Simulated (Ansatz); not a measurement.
Species: InCl, charge 0, singlet. InCl (SMILES [Cl][In]).
B3LYP-D3(BJ)/def2-TZVP minimum from Ansatz (a quantum-chemistry and plane-wave program):
```
In
Cl 1 2.4410
```
Charge 0, spin multiplicity 1.

Total energies in def2-TZVPP, 10 correlated electrons, 14 frozen orbitals. Open shells are spin-unrestricted; no spin-orbit coupling. Cores are frozen in correlated methods (noble-gas shells, and filled d and f shells in the p block). Past Kr the def2 sets carry scalar-relativistic core potentials. Spin-orbit terms, left out, reach several kcal/mol for Br and I, and more for heavier atoms.

```tsv
method	program	energy (Eh)	minus CCSDT(Q) (mEh)
HF	Ansatz	-648.81186	269.15
MP2	Ansatz	-649.04582	35.19
CCSD	Ansatz	-649.06942	11.59
CCSD(T)	Ansatz	-649.07986	1.15
CCSDT(Q)	Ansatz	-649.08101	0.00
```

Rough core times of Ansatz's runs on a shared machine: CCSD(T) under 20 s, CCSDT(Q) 70 s.
